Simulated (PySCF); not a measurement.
## Bonding in `CCc1cnn(CC)c1C`

C8H14N2.
Numbering: `[CH3:1][CH2:2][c:3]1[cH:4][n:5][n:6]([CH2:7][CH3:8])[c:9]1[CH3:10]` (hydrogens: H11, H12, H13 on C1; H14, H15 on C2; H16 on C4; H17, H18 on C7; H19, H20, H21 on C8; H22, H23, H24 on C10)

Structure used (GFN2-xTB), in Å, numbered top down from 1:
```xyz
24
C8H14N2 angstrom
C     -3.023   -0.777    0.040
C     -2.287    0.263    0.888
C     -0.808    0.083    0.797
C      0.013   -0.656    1.663
N      1.270   -0.630    1.267
N      1.292    0.109    0.159
C      2.528    0.279   -0.556
C      2.742   -0.844   -1.570
C      0.058    0.559   -0.173
C     -0.198    1.422   -1.356
H     -4.100   -0.635    0.110
H     -2.782   -1.780    0.384
H     -2.730   -0.694   -1.004
H     -2.561    1.267    0.552
H     -2.596    0.161    1.930
H     -0.266   -1.189    2.550
H      2.522    1.251   -1.056
H      3.331    0.261    0.185
H      2.725   -1.803   -1.059
H      3.702   -0.725   -2.064
H      1.959   -0.839   -2.325
H      0.378    2.346   -1.295
H     -1.253    1.676   -1.399
H      0.072    0.914   -2.281
```

Bond orders from the PBE0/pcSseg-1 density (PySCF). One conformer (not necessarily the lowest) at the GFN2-xTB geometry, without solvent, vibrations or thermal averaging.

How far do the computed orders between heavy atoms stray from the drawn ones?

The largest departure is 0.515, at N6–C9 (drawn aromatic, 0.985), counting aromatic bonds as 1.5. Drawn single, order above 1.12: C9–C10 (1.126). The bonds drawn aromatic range from 0.98 to 1.53.

Give the Mayer order of every bond between heavy atoms, beside its length.

```json
{"bond": "C1–C2", "drawn as": "single", "length (Å)": "1.530", "Mayer order": "1.047"}
{"bond": "C2–C3", "drawn as": "single", "length (Å)": "1.493", "Mayer order": "1.044"}
{"bond": "C3–C4", "drawn as": "aromatic", "length (Å)": "1.404", "Mayer order": "1.385"}
{"bond": "C4–N5", "drawn as": "aromatic", "length (Å)": "1.318", "Mayer order": "1.530"}
{"bond": "N5–N6", "drawn as": "aromatic", "length (Å)": "1.332", "Mayer order": "1.224"}
{"bond": "N6–C7", "drawn as": "single", "length (Å)": "1.438", "Mayer order": "0.918"}
{"bond": "C7–C8", "drawn as": "single", "length (Å)": "1.528", "Mayer order": "1.057"}
{"bond": "N6–C9", "drawn as": "aromatic", "length (Å)": "1.356", "Mayer order": "0.985"}
{"bond": "C9–C10", "drawn as": "single", "length (Å)": "1.486", "Mayer order": "1.126"}
{"bond": "C9–C3", "drawn as": "aromatic", "length (Å)": "1.385", "Mayer order": "1.352"}
```

By pair of heavy elements: C–C: lowest C2–C3 and C1–C2 (1.044, 1.493 Å), highest C3–C4 (1.385, 1.404 Å); in 1 of the 15 pairs the longer bond (by over 0.003 Å) has the higher order (by 0.02 or more). C–N: lowest N6–C7 (0.918, 1.438 Å), highest C4–N5 (1.530, 1.318 Å). Bonds named together lie within 0.004.

And the bonds to hydrogen?

C–H: 0.93 to 0.99 (14 bonds).

Sum the orders of all bonds at each heavy atom with more than one neighbour and set the sums beside the valence in the SMILES.

C1 3.954 (drawn 4), C2 3.967 (drawn 4), C3 3.781 (drawn 4), C4 3.907 (drawn 4), N5 2.754 (drawn 3), N6 3.127 (drawn 3), C7 3.858 (drawn 4), C8 3.944 (drawn 4), C9 3.463 (drawn 4), C10 3.932 (drawn 4). Orders between atoms that aren't bonded are not in these sums.

The Mayer order sums products of elements of PS (density times overlap matrix) between the two atoms' basis functions, so it depends on the basis set.
